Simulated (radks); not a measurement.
The numbers below are computed, except where a source is named.
Q: Pr, configuration [Xe] 4f3 6s2. Level of theory: Dirac Kohn-Sham, Slater X-alpha with alpha = 0.934, spin-unpolarised, spherical densities, finite nucleus; open shells fill j = l - 1/2 first; Fermi nuclear charge, rms radius 4.8919 fm (a radial shooting solver on a logarithmic mesh with Libxc functionals). Some entries of the table are withheld. Estimate them.

orbital,occ.,eigenvalue (Ry),<r> (bohr),<r^2> (bohr^2)
1s1/2,2,-3083.565,0.02407,0.0007878
2s1/2,2,-498.4243,0.1023,0.01241
2p1/2,2,-472.0735,0.08572,0.009061
2p3/2,4,-436.2350,0.09203,0.01031
3s1/2,2,-108.2416,0.2707,0.08387
3p1/2,2,-96.86909,0.2601,0.07863
3p3/2,4,-89.72277,0.2723,0.08600
3d3/2,4,-69.69237,(1),0.06974
3d5/2,6,-68.13869,(2),0.07182
4s1/2,2,(3),(4),0.4313
4p1/2,2,-17.44392,0.6345,0.4581
4p3/2,4,-15.89302,0.6622,0.4987
4d3/2,4,-8.76339,0.7116,(5)
4d5/2,6,-8.48762,0.7215,(6)
5s1/2,2,-3.05752,1.484,2.478
5p1/2,2,-1.88756,1.669,3.162
5p3/2,4,-1.66919,1.757,3.504
4f5/2,3,(7),1.055,(8)
4f7/2,0,(9),1.069,(10)
6s1/2,2,-0.28896,4.253,20.46

A: 
(1) 3d3/2 <r> (bohr): 0.2432
(2) 3d5/2 <r> (bohr): 0.2470
(3) 4s1/2 eigenvalue (Ry): -21.74746
(4) 4s1/2 <r> (bohr): 0.6181
(5) 4d3/2 <r^2> (bohr^2): 0.5877
(6) 4d5/2 <r^2> (bohr^2): 0.6040
(7) 4f5/2 eigenvalue (Ry): -0.39448
(8) 4f5/2 <r^2> (bohr^2): 1.497
(9) 4f7/2 eigenvalue (Ry): -0.36496
(10) 4f7/2 <r^2> (bohr^2): 1.545
